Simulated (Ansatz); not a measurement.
Correlation energies of `[GeH3][GeH2][GeH2][GeH2][GeH3]` by basis set

Cartesian coordinates in Å:
```
Ge 2.440 0.502 -1.023
Ge 1.177 -1.534 -0.660
Ge -0.043 -1.359 1.430
Ge -1.200 0.774 1.460
Ge -2.392 1.067 -0.629
H 3.447 0.702 0.123
H 3.207 0.460 -2.354
H 1.484 1.706 -1.042
H 2.121 -2.750 -0.647
H 0.172 -1.724 -1.812
H -1.063 -2.506 1.555
H 0.937 -1.455 2.614
H -0.164 1.903 1.620
H -2.178 0.854 2.646
H -3.113 2.424 -0.681
H -1.402 0.990 -1.803
H -3.432 -0.053 -0.798
```

Total charge 0; spin multiplicity 1. Correlated methods include outer-core shells of Ge, which these sets cover unevenly. Scalar relativity is left out up to krypton. Geometry: relaxed with PBE0-D4/def2-TZVP. It is one conformer, not always the lowest. Frozen core, restricted reference, the Gaussian-basis code of Ansatz.

```
     basis       HF (Eh)  MP2 corr.
  def2-SVP  -10382.51933   -1.18280
def2-TZVPP  -10383.84215   -1.32321
def2-QZVPP  -10384.05178   -2.64250
```

Estimate the CCSD correlation energy and the (T) correction in each basis where they were run (hartree).


```json
{"basis": "def2-SVP", "CCSD corr.": "-1.22227", "(T)": "-0.03686"}
{"basis": "def2-TZVPP", "CCSD corr.": "-1.37439", "(T)": "-0.04991"}
```
